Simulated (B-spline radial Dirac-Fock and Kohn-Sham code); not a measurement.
# K-line shifts caused by a second vacancy in La²⁺

System: the La²⁺ ion, configuration [Xe] 5d1.

Input file task.json (cfg lists n, l and occupation; rrms is the nuclear radius in fm):

```json
{"items": [{
  "Z": 57,
  "q": 2,
  "cfg": [[1, 0, 2], [2, 0, 2], [2, 1, 6], [3, 0, 2], [3, 1, 6], [3, 2, 10], [4, 0, 2], [4, 1, 6], [4, 2, 10], [5, 0, 2], [5, 1, 6], [5, 2, 1]],
  "A": 139,
  "rrms": 4.855,
  "do": ["binding", "quiet", "double"]
}]}
```

Command: `python xray_run.py task.json out`

Model: Dirac-Fock energy differences between relaxed states, corrected for Breit and QED terms. Program: a radial atomic solver. Each two-hole energy is an average over J within one jj subconfiguration, not an observable level; in light atoms, where LS coupling holds, the j-resolved values are not observed lines, and for a K spectator the Kα1 hypersatellite is nearly forbidden. Electron correlation is not included.

Lines without a spectator: Kα2 (K-L2) 33031.4 eV, Kα1 (K-L3) 33439.4 eV, Kβ3 (K-M2) 37714.6 eV, Kβ1 (K-M3) 37795.7 eV. Shifts in eV with one spectator hole (a dash: not computed, or left out as unreliable):

```
spectator hole     Kα2     Kα1     Kβ3     Kβ1
        K (1s)  +680.9  +709.9  +872.9  +879.3
    L2 (2p1/2)   +78.2  +100.4       –  +206.9
    L3 (2p3/2)   +71.5   +73.3  +175.7       –
    M2 (3p1/2)       –  +12.68  +27.65   +33.3
    M3 (3p3/2)   +8.52       –  +26.94  +26.57
    M4 (3d3/2)   +1.85   -1.26       –       –
    M5 (3d5/2)   -2.01   +0.46       –       –
```

With n spectator holes in 2p, averaged over the 2p shell (energies in eV):

```
n     KαLⁿ   step  hypersatellite KαʰLⁿ
0  33303.4      –               34003.6
1  33383.7  +80.4               34085.6
2  33465.5  +81.7               34168.9
3  33548.6  +83.1               34253.6
4  33633.1  +84.5               34339.7
5  33718.9  +85.9               34427.2
```
